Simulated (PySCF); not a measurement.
Which level of theory gave which numbers?

Species: ClH5SSi2.
SMILES: `[SiH3]S[SiH2]Cl`

The closed-shell ground state was solved 7 times with PySCF (density fitting, gas phase), always in the pcSseg-2 basis (242 functions), with these functionals: B3LYP, BHandHLYP, HF, KT2, LC-wPBE, PBE0 and wB97X-D. One conformer (not necessarily the lowest) at the PBE0-D3(BJ)/def2-SVP geometry, without solvent, vibrations or thermal averaging.

```json
{"row": "P", "total energy (Eh)": "-1440.6344", "HOMO (eV)": "-7.58", "LUMO (eV)": "-0.63", "dipole (D)": "1.02"}
{"row": "Q", "total energy (Eh)": "-1452.1613", "HOMO (eV)": "-6.71", "LUMO (eV)": "-1.38", "dipole (D)": "0.98"}
{"row": "R", "total energy (Eh)": "-1440.0145", "HOMO (eV)": "-7.84", "LUMO (eV)": "-0.44", "dipole (D)": "1.04"}
{"row": "S", "total energy (Eh)": "-1440.5451", "HOMO (eV)": "-9.66", "LUMO (eV)": "1.29", "dipole (D)": "1.07"}
{"row": "T", "total energy (Eh)": "-1437.9731", "HOMO (eV)": "-10.57", "LUMO (eV)": "2.55", "dipole (D)": "1.16"}
{"row": "U", "total energy (Eh)": "-1440.1357", "HOMO (eV)": "-10.50", "LUMO (eV)": "1.68", "dipole (D)": "1.11"}
{"row": "V", "total energy (Eh)": "-1440.5484", "HOMO (eV)": "-8.87", "LUMO (eV)": "0.45", "dipole (D)": "1.09"}
```

Problem. Which functional belongs to which row?

Solution. P = B3LYP, Q = KT2, R = PBE0, S = wB97X-D, T = HF, U = LC-wPBE, V = BHandHLYP. By rising HOMO–LUMO gap: KT2 (GGA) 5.33 eV; B3LYP (global hybrid, 20 % exact exchange) 6.95 eV; PBE0 (global hybrid, 25 % exact exchange) 7.40 eV; BHandHLYP (global hybrid, 50 % exact exchange) 9.32 eV; wB97X-D (range-separated hybrid) 10.95 eV; LC-wPBE (range-separated hybrid) 12.18 eV; HF (all exact exchange) 13.12 eV. Total energies of different functionals aren't bounds to one another; each is stationary for its own functional.

Shape of the structure used: `[SiH3:1][S:2][SiH2:3][Cl:4]`: Si1–S2–Si3–Cl4 53°.

Note: wB97X-D ran without an empirical dispersion term, which enters the total energy and its gradient alone.
